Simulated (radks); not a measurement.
The oxygen anion O2-, [Ne], held by a Watson sphere: a shell of charge +2 at radius R that stands for the Madelung well of a crystal (potential energy -2/R inside, -2/r outside, in hartree with lengths in bohr). All-electron calculation, non-relativistic Kohn-Sham, LB94 model potential, spin-unpolarised, spherical densities, point nucleus. Program: a radial shooting solver on a logarithmic mesh with Libxc functionals. Response by self-consistent Sternheimer equations with the Hartree and adiabatic LDA kernel. The sphere does not respond.

| R (bohr) | e(1s) (eV) | e(2s) (eV) | e(2p) (eV) | <r> 2p (bohr) | sum of <r^2> (bohr^2) | X-ray form factor at sin(theta)/lambda = 0.1 1/angstrom | alpha (bohr^3) |
|---|---|---|---|---|---|---|---|
| 1.6 | -532.70 | -29.249 | -14.977 | 1.367 | 18.36 | 8.794 | 8.706 |
| 1.64 | -532.68 | -28.975 | -14.759 | 1.377 | 18.62 | 8.779 | 9.041 |
| 1.73 | -532.60 | -28.380 | -14.279 | 1.398 | 19.18 | 8.748 | 9.836 |
| 2.44 | -531.26 | -24.592 | -11.002 | 1.537 | 23.30 | 8.541 | 18.33 |
| 2.69 | -530.66 | -23.585 | -10.060 | 1.577 | 24.63 | 8.483 | 22.43 |
| 2.92 | -530.12 | -22.773 | -9.282 | 1.610 | 25.81 | 8.434 | 26.80 |
| 3.43 | -529.00 | -21.285 | -7.815 | 1.675 | 28.32 | 8.343 | 38.86 |
| 3.98 | -527.95 | -20.040 | -6.555 | 1.735 | 30.93 | 8.266 | 56.39 |
